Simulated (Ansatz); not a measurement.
Energy difference R1 + R2 → P1 + P2, each structure at its B3LYP-D3(BJ)/def2-TZVP stationary point, reached from a drawn start (curvature not checked).
R1: SiF4 (SMILES F[Si](F)(F)F), charge 0, multiplicity 1.
P1: F3HOSi (SMILES O[Si](F)(F)F), charge 0, multiplicity 1.
P2: HF (SMILES F), charge 0, multiplicity 1.
R2: H2O (SMILES O), charge 0, multiplicity 1.

P less R. No zero-point or thermal terms. One arrangement of each flexible species, with no search for the lowest.

Correlated levels freeze the cores.

The values were computed with Ansatz (Gaussian orbitals). All values are computed, each at the level named.

The comparison value is 33.4 kJ/mol (CCSD(T)/cc-pV(Q+d)Z). It is a level with limits of its own, not the exact answer.

Problem. Order these levels by how close they come to the comparison value for the reaction energy, closest first: revPBE/def2-TZVPP, HF/cc-pV(D+d)Z, SCS-MP2/cc-pV(Q+d)Z, HF/cc-pV(Q+d)Z, PBE/def2-TZVPP. Give each level's value less the comparison value.

Solution. revPBE/def2-TZVPP (0.0 kJ/mol), SCS-MP2/cc-pV(Q+d)Z (1.0 kJ/mol), PBE/def2-TZVPP (-1.6 kJ/mol), HF/cc-pV(Q+d)Z (4.3 kJ/mol), HF/cc-pV(D+d)Z (-13.4 kJ/mol)

Ansatz is a program for electronic structure.
